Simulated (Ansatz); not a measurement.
A short molecular-dynamics run on `PS[CH2][SnH3]`.

```yaml
crystal:
  periodic: [false, false, false]
  atoms:
    - {symbol: P, position_ang: [-1.815821, 1.240709, 0.360274]}
    - {symbol: S, position_ang: [0.191227, 1.357680, 0.989182]}
    - {symbol: C, position_ang: [0.643422, -0.398402, 0.932148]}
    - {symbol: Sn, position_ang: [0.866545, -1.153437, -1.075716]}
    - {symbol: H, position_ang: [-1.792216, 2.235056, -0.652889]}
    - {symbol: H, position_ang: [-2.360501, 2.119894, 1.331960]}
    - {symbol: H, position_ang: [-0.066563, -0.991652, 1.508323]}
    - {symbol: H, position_ang: [1.611470, -0.460326, 1.433716]}
    - {symbol: H, position_ang: [2.304398, -0.504048, -1.726691]}
    - {symbol: H, position_ang: [-0.468209, -0.640200, -2.005160]}
    - {symbol: H, position_ang: [0.951550, -2.862275, -1.074646]}
basis:
  gaussian: {orbitals: def2-SVP}
hamiltonian: {xc: {name: revPBE}, dispersion: d3bj}
md: {timestep: 1 fs, n_steps: 50, ensemble: nve, temperature: 700, initial_velocities: maxwell_boltzmann, seed: 263}
```

```sh
$ ansatz run in.yaml --threads 4 --pin off --events-out ev --progress --plain --max-ram 10444MiB
```

```
step  time (fs)  potential energy (eV)  kinetic (eV)  T (K)  conserved (eV)
   0        0.0            -27096.3787        0.8143    700     -27095.5643
   1        1.0            -27096.3327        0.7730    665     -27095.5597
   2        2.0            -27096.2243        0.6698    576     -27095.5546
   3        3.0            -27096.1254        0.5714    491     -27095.5540
   4        4.0            -27096.0484        0.4938    425     -27095.5545
   5        5.0            -27095.9871        0.4338    373     -27095.5534
   6        6.0            -27095.9569        0.4049    348     -27095.5520
   7        7.0            -27095.9765        0.4240    364     -27095.5525
   8        8.0            -27096.0378        0.4823    415     -27095.5555
   9        9.0            -27096.0956        0.5358    461     -27095.5598
  10       10.0            -27096.0893        0.5275    453     -27095.5618
  11       11.0            -27096.0002        0.4432    381     -27095.5570
  12       12.0            -27095.9094        0.3610    310     -27095.5485
  13       13.0            -27095.9406        0.3920    337     -27095.5487
  14       14.0            -27096.0894        0.5307    456     -27095.5587
  15       15.0            -27096.2110        0.6461    555     -27095.5649
  16       16.0            -27096.2047        0.6424    552     -27095.5623
  17       17.0            -27096.0968        0.5405    465     -27095.5563
  18       18.0            -27095.9740        0.4224    363     -27095.5516
  19       19.0            -27095.9075        0.3574    307     -27095.5501
  20       20.0            -27095.9209        0.3692    317     -27095.5517
  21       21.0            -27095.9909        0.4361    375     -27095.5548
  22       22.0            -27096.0717        0.5147    442     -27095.5570
  23       23.0            -27096.1314        0.5737    493     -27095.5577
  24       24.0            -27096.1586        0.5989    515     -27095.5597
  25       25.0            -27096.1296        0.5685    489     -27095.5611
  26       26.0            -27096.0366        0.4807    413     -27095.5559
  27       27.0            -27095.9588        0.4091    352     -27095.5497
  28       28.0            -27095.9812        0.4290    369     -27095.5522
  29       29.0            -27096.0707        0.5125    441     -27095.5582
  30       30.0            -27096.1378        0.5775    496     -27095.5603
  31       31.0            -27096.1403        0.5808    499     -27095.5595
  32       32.0            -27096.0820        0.5239    450     -27095.5580
  33       33.0            -27095.9858        0.4306    370     -27095.5551
  34       34.0            -27095.8995        0.3485    300     -27095.5510
  35       35.0            -27095.8847        0.3345    288     -27095.5503
  36       36.0            -27095.9511        0.3966    341     -27095.5546
  37       37.0            -27096.0361        0.4772    410     -27095.5589
  38       38.0            -27096.0729        0.5122    440     -27095.5607
  39       39.0            -27096.0339        0.4736    407     -27095.5603
  40       40.0            -27095.9335        0.3771    324     -27095.5564
  41       41.0            -27095.8424        0.2928    252     -27095.5496
  42       42.0            -27095.8617        0.3130    269     -27095.5488
  43       43.0            -27095.9998        0.4424    380     -27095.5574
  44       44.0            -27096.1346        0.5711    491     -27095.5635
  45       45.0            -27096.1735        0.6130    527     -27095.5605
  46       46.0            -27096.1465        0.5901    507     -27095.5564
  47       47.0            -27096.1077        0.5516    474     -27095.5561
  48       48.0            -27096.0636        0.5078    436     -27095.5558
  49       49.0            -27096.0186        0.4649    400     -27095.5537
  50       50.0            -27096.0028        0.4509    388     -27095.5519
```

Velocities are drawn at the set temperature; a run this short doesn't reach equilibrium.

Frames (Å, forces in eV/Å):

```xyz
11
time=0.0 fs
P    -1.816    1.241    0.360   -0.505   -0.673   -0.198
S     0.191    1.358    0.989    0.523    0.642    0.239
C     0.643   -0.398    0.932   -0.045   -0.001   -0.117
Sn    0.867   -1.153   -1.076    0.030   -0.113   -0.198
H    -1.792    2.235   -0.653   -0.005    0.343   -0.309
H    -2.361    2.120    1.332   -0.173    0.308    0.295
H    -0.067   -0.992    1.508   -0.374   -0.362    0.322
H     1.611   -0.460    1.434    0.507   -0.034    0.265
H     2.304   -0.504   -1.727    0.265    0.128   -0.124
H    -0.468   -0.640   -2.005   -0.240    0.100   -0.164
H     0.952   -2.862   -1.075    0.017   -0.339   -0.011
11
time=3.0 fs
P    -1.814    1.231    0.353   -1.127    2.243   -0.708
S     0.188    1.361    0.992    0.478    0.349    0.311
C     0.664   -0.404    0.946    0.485    0.560   -0.235
Sn    0.864   -1.154   -1.078    0.283    0.064    0.240
H    -1.819    2.447   -0.651    0.076   -1.512    0.964
H    -2.414    2.178    1.358    0.395   -0.779   -0.475
H     0.036   -1.016    1.563   -1.170   -0.654    0.540
H     1.598   -0.420    1.519    0.718    0.031   -0.144
H     2.320   -0.575   -1.731    0.388    0.205   -0.157
H    -0.418   -0.508   -1.974   -0.395    0.023   -0.242
H     0.980   -2.846   -1.012   -0.131   -0.530   -0.094
11
time=6.0 fs
P    -1.815    1.226    0.344   -1.201    2.743   -0.620
S     0.186    1.366    0.995    0.451    0.092    0.335
C     0.688   -0.407    0.961    0.063   -0.549    1.850
Sn    0.862   -1.155   -1.080    0.504    0.082    0.172
H    -1.840    2.538   -0.575    0.175   -1.833    0.795
H    -2.437    2.174    1.348    0.428   -0.976   -0.378
H     0.053   -1.083    1.651    0.192    0.817   -0.961
H     1.637   -0.378    1.589   -0.291   -0.056   -0.956
H     2.367   -0.629   -1.747    0.051    0.098   -0.013
H    -0.399   -0.376   -1.962   -0.093   -0.264   -0.032
H     0.998   -2.871   -0.958   -0.279   -0.153   -0.192
11
time=9.0 fs
P    -1.820    1.229    0.333   -0.657    0.882   -0.428
S     0.185    1.371    0.999    0.441   -0.129    0.326
C     0.712   -0.413    0.986   -0.308   -0.204    1.208
Sn    0.860   -1.156   -1.083    0.697    0.092    0.162
H    -1.845    2.481   -0.437    0.248   -0.608   -0.323
H    -2.426    2.092    1.312   -0.107   -0.361    0.583
H     0.078   -1.090    1.667    0.224    0.777   -0.836
H     1.661   -0.341    1.585   -0.021   -0.169   -0.690
H     2.417   -0.674   -1.765   -0.342   -0.016    0.147
H    -0.388   -0.266   -1.953    0.199   -0.550    0.146
H     0.991   -2.909   -0.920   -0.374    0.284   -0.296
11
time=12.0 fs
P    -1.826    1.234    0.321    0.033   -2.707    0.605
S     0.186    1.376    1.004    0.386   -0.305    0.294
C     0.734   -0.420    1.020   -0.008    1.426   -1.508
Sn    0.858   -1.157   -1.085    0.764    0.111    0.410
H    -1.830    2.387   -0.333    0.226    2.391   -2.047
H    -2.426    1.980    1.326   -0.618    0.234    1.341
H     0.111   -1.041    1.623   -1.031   -0.736    0.819
H     1.688   -0.318    1.525    0.878   -0.189    0.125
H     2.440   -0.721   -1.770   -0.440   -0.032    0.190
H    -0.361   -0.202   -1.932    0.200   -0.607    0.118
H     0.953   -2.924   -0.908   -0.390    0.413   -0.348
11
time=15.0 fs
P    -1.833    1.233    0.311   -0.156   -0.508    0.465
S     0.187    1.380    1.010    0.368   -0.366    0.266
C     0.756   -0.418    1.044   -0.060    1.019   -1.251
Sn    0.857   -1.157   -1.086    0.677    0.081    0.814
H    -1.797    2.458   -0.378    0.008    0.580   -0.522
H    -2.470    1.880    1.439   -0.025   -0.139    0.026
H     0.074   -1.039    1.633   -0.037   -0.197    0.432
H     1.776   -0.313    1.469   -0.154   -0.334    0.101
H     2.427   -0.769   -1.761   -0.176    0.041    0.091
H    -0.320   -0.189   -1.903   -0.092   -0.380   -0.104
H     0.882   -2.907   -0.925   -0.352    0.204   -0.318
11
time=18.0 fs
P    -1.839    1.231    0.301   -0.201    1.541    0.163
S     0.190    1.383    1.017    0.368   -0.336    0.242
C     0.777   -0.408    1.060   -0.720   -0.077   -0.428
Sn    0.857   -1.158   -1.087    0.462    0.064    1.249
H    -1.763    2.584   -0.471   -0.265   -1.430    1.028
H    -2.517    1.770    1.557    0.498   -0.204   -1.148
H     0.035   -1.053    1.679    1.376    0.779   -0.521
H     1.852   -0.335    1.422   -1.035   -0.271    0.104
H     2.400   -0.814   -1.744    0.276    0.134   -0.082
H    -0.287   -0.207   -1.883   -0.465   -0.009   -0.372
H     0.781   -2.873   -0.969   -0.294   -0.192   -0.235
11
time=21.0 fs
P    -1.847    1.232    0.293    0.142    1.198   -0.023
S     0.193    1.385    1.024    0.340   -0.294    0.212
C     0.793   -0.399    1.071   -0.843    0.301   -1.447
Sn    0.857   -1.159   -1.087    0.134    0.136    1.338
H    -1.751    2.599   -0.484   -0.371   -1.483    1.281
H    -2.525    1.646    1.583    0.437    0.154   -1.146
H     0.099   -1.011    1.689    0.499    0.038    0.064
H     1.851   -0.378    1.387   -0.132    0.038    0.416
H     2.396   -0.848   -1.733    0.449    0.138   -0.148
H    -0.291   -0.228   -1.893   -0.450    0.121   -0.384
H     0.654   -2.854   -1.033   -0.206   -0.347   -0.163
11
time=24.0 fs
P    -1.854    1.236    0.284    0.873   -1.089   -0.309
S     0.198    1.386    1.032    0.257   -0.271    0.172
C     0.804   -0.386    1.071   -0.244    1.057   -2.559
Sn    0.857   -1.159   -1.087   -0.221    0.113    0.922
H    -1.770    2.497   -0.394   -0.286    0.279    0.407
H    -2.500    1.536    1.519   -0.222    0.656    0.088
H     0.198   -0.971    1.711   -1.002   -1.070    1.062
H     1.840   -0.418    1.386    0.716    0.350    0.425
H     2.426   -0.871   -1.733    0.126    0.038   -0.027
H    -0.331   -0.241   -1.935    0.013   -0.055   -0.093
H     0.511   -2.861   -1.111   -0.009   -0.008   -0.085
11
time=27.0 fs
P    -1.858    1.236    0.274    1.419   -4.020   -0.059
S     0.203    1.386    1.040    0.097   -0.171    0.105
C     0.812   -0.368    1.056   -0.332   -0.706   -0.162
Sn    0.857   -1.159   -1.085   -0.477   -0.060    0.352
H    -1.812    2.432   -0.275   -0.102    3.072   -0.965
H    -2.494    1.480    1.464   -0.800    0.777    1.273
H     0.235   -1.001    1.799    0.159    0.361   -0.714
H     1.875   -0.428    1.416   -0.372    0.573   -0.189
H     2.467   -0.890   -1.736   -0.285   -0.064    0.119
H    -0.370   -0.258   -1.984    0.430   -0.171    0.186
H     0.367   -2.869   -1.197    0.264    0.411    0.052
11
time=30.0 fs
P    -1.859    1.228    0.264    0.734   -0.536    0.035
S     0.208    1.386    1.049   -0.103   -0.031    0.024
C     0.818   -0.354    1.038   -0.205   -1.218    0.872
Sn    0.856   -1.160   -1.084   -0.573   -0.213    0.025
H    -1.865    2.581   -0.216   -0.051    0.092    0.152
H    -2.546    1.486    1.499   -0.067    0.261    0.088
H     0.276   -1.010    1.837    0.331    0.761   -1.321
H     1.884   -0.391    1.432   -0.627    0.541   -0.500
H     2.485   -0.915   -1.730   -0.419   -0.104    0.159
H    -0.375   -0.287   -2.019    0.514   -0.055    0.261
H     0.245   -2.843   -1.277    0.465    0.501    0.204
11
time=33.0 fs
P    -1.857    1.217    0.255   -0.015    2.050    0.757
S     0.213    1.386    1.057   -0.429    0.064   -0.094
C     0.823   -0.348    1.025   -0.071    0.175   -0.829
Sn    0.855   -1.160   -1.082   -0.504   -0.221    0.102
H    -1.921    2.751   -0.153    0.134   -1.956    0.487
H    -2.606    1.516    1.545    0.591   -0.230   -0.942
H     0.338   -0.964    1.776   -0.807   -0.556    0.264
H     1.850   -0.309    1.410    0.539    0.305   -0.215
H     2.470   -0.948   -1.710   -0.186   -0.087    0.066
H    -0.337   -0.321   -2.033    0.263    0.271    0.100
H     0.163   -2.777   -1.341    0.485    0.185    0.305
11
time=36.0 fs
P    -1.856    1.212    0.247   -0.079    2.340    0.942
S     0.217    1.386    1.066   -0.794    0.160   -0.214
C     0.827   -0.341    1.007    0.169    0.704   -1.142
Sn    0.854   -1.161   -1.080   -0.361   -0.007    0.364
H    -1.965    2.765   -0.052    0.279   -1.945    0.130
H    -2.619    1.527    1.517    0.567   -0.455   -0.761
H     0.336   -0.960    1.731   -0.762   -0.822    0.732
H     1.854   -0.201    1.368    0.503   -0.144   -0.091
H     2.440   -0.989   -1.685    0.278   -0.051   -0.100
H    -0.278   -0.330   -2.039   -0.095    0.623   -0.177
H     0.120   -2.697   -1.379    0.295   -0.402    0.318
11
time=39.0 fs
P    -1.855    1.212    0.242    0.677    0.180    0.259
S     0.219    1.387    1.074   -1.042    0.246   -0.294
C     0.832   -0.330    0.982   -0.123   -0.383    0.812
Sn    0.852   -1.162   -1.078   -0.309    0.367    0.241
H    -1.987    2.625    0.058    0.256    0.251   -0.562
H    -2.588    1.501    1.432   -0.161   -0.434    0.599
H     0.281   -1.013    1.734    0.833    0.741   -0.797
H     1.893   -0.108    1.316   -0.583   -0.762   -0.170
H     2.432   -1.034   -1.669    0.496   -0.051   -0.166
H    -0.225   -0.289   -2.059   -0.114    0.626   -0.204
H     0.103   -2.650   -1.389    0.070   -0.783    0.281
11
time=42.0 fs
P    -1.851    1.213    0.238    1.457   -2.845   -0.241
S     0.218    1.388    1.081   -1.152    0.265   -0.331
C     0.836   -0.321    0.962   -0.277   -0.181    0.481
Sn    0.851   -1.162   -1.076   -0.322    0.536   -0.442
H    -1.989    2.519    0.121   -0.006    3.272   -0.955
H    -2.571    1.438    1.397   -0.698   -0.387    1.497
H     0.286   -1.015    1.682    0.812    0.596   -0.430
H     1.892   -0.076    1.253   -0.269   -0.859    0.088
H     2.463   -1.084   -1.665    0.171   -0.086   -0.036
H    -0.179   -0.196   -2.094    0.202    0.195    0.095
H     0.094   -2.666   -1.376    0.081   -0.504    0.275
11
time=45.0 fs
P    -1.844    1.207    0.233    0.428    0.400    0.673
S     0.214    1.390    1.087   -1.047    0.218   -0.323
C     0.839   -0.313    0.944    0.027    1.147   -1.376
Sn    0.849   -1.162   -1.074   -0.245    0.367   -1.115
H    -1.987    2.640    0.110    0.136   -0.044   -0.319
H    -2.603    1.341    1.471    0.134   -0.304   -0.037
H     0.350   -0.977    1.605   -0.602   -1.082    1.366
H     1.874   -0.115    1.197    0.841   -0.439    0.381
H     2.508   -1.141   -1.664   -0.290   -0.094    0.137
H    -0.116   -0.087   -2.121    0.400   -0.272    0.346
H     0.092   -2.723   -1.338    0.220    0.103    0.269
11
time=48.0 fs
P    -1.836    1.202    0.230   -0.185    1.956    1.235
S     0.207    1.392    1.092   -0.746    0.179   -0.269
C     0.841   -0.298    0.918    0.131   -0.124    0.155
Sn    0.846   -1.162   -1.073   -0.078    0.093   -1.361
H    -1.975    2.773    0.070    0.138   -1.975    0.192
H    -2.626    1.220    1.547    0.670    0.035   -1.116
H     0.379   -1.009    1.621   -0.071   -0.024    0.275
H     1.914   -0.192    1.170    0.054   -0.091    0.146
H     2.531   -1.206   -1.652   -0.462   -0.067    0.212
H    -0.021    0.000   -2.121    0.308   -0.473    0.327
H     0.109   -2.773   -1.278    0.241    0.491    0.204
11
time=50.0 fs
P    -1.831    1.202    0.230   -0.131    1.741    1.061
S     0.201    1.394    1.095   -0.502    0.161   -0.220
C     0.844   -0.287    0.900    0.372   -1.328    1.574
Sn    0.845   -1.162   -1.073    0.043   -0.060   -1.242
H    -1.961    2.776    0.050    0.056   -2.031    0.366
H    -2.612    1.139    1.550    0.626    0.268   -1.141
H     0.389   -1.042    1.655    0.413    0.987   -0.801
H     1.950   -0.250    1.161   -0.785    0.202   -0.073
H     2.524   -1.252   -1.634   -0.359   -0.047    0.191
H     0.058    0.037   -2.104    0.119   -0.415    0.156
H     0.132   -2.785   -1.228    0.148    0.521    0.128
```

Hardware: 4 threads of an Arm Neoverse V1 on a shared host. Wall time 62 s, peak host memory 0.47 GiB.
